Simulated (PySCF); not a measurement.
SMILES C=Cc1ccc([Si](Cl)(Cl)Cl)cc1 (GFN2-xTB optimised geometry):

```
19

C      2.828     2.923     0.008
C      1.511     2.745     0.006
C      0.805     1.471     0.003
C      1.455     0.235     0.002
C      0.738    -0.942     0.000
C     -0.659    -0.942     0.000
Si    -1.621    -2.566    -0.028
Cl    -0.741    -3.910     1.205
Cl    -1.644    -3.335    -1.904
Cl    -3.528    -2.267     0.577
C     -1.308     0.293     0.000
C     -0.592     1.472     0.002
H      3.528     2.106     0.007
H      3.258     3.910     0.011
H      0.866     3.615     0.008
H      2.533     0.193     0.003
H      1.267    -1.883     0.002
H     -2.387     0.329     0.002
H     -1.120     2.415     0.003
```

Level of theory: PBE/def2-SVP (PySCF 2.14.0).

Question: What are the frontier orbital energies and the dipole moment?

Answer: HOMO-2 -7.58 eV, HOMO-1 -6.68 eV, HOMO -5.98 eV, LUMO -2.38 eV, LUMO+1 -1.37 eV; dipole moment 2.27 D.

Meta-Löwdin charges at PBE/def2-SVP: C1 -0.22, C2 -0.09, C3 0.02, C4 -0.10, C5 -0.09, C6 -0.23, Si7 0.84, Cl8 -0.23, Cl9 -0.23, Cl10 -0.23, C11 -0.09, C12 -0.11, H13 0.11, H14 0.12, H15 0.10, H16 0.11, H17 0.11, H18 0.11, H19 0.11.
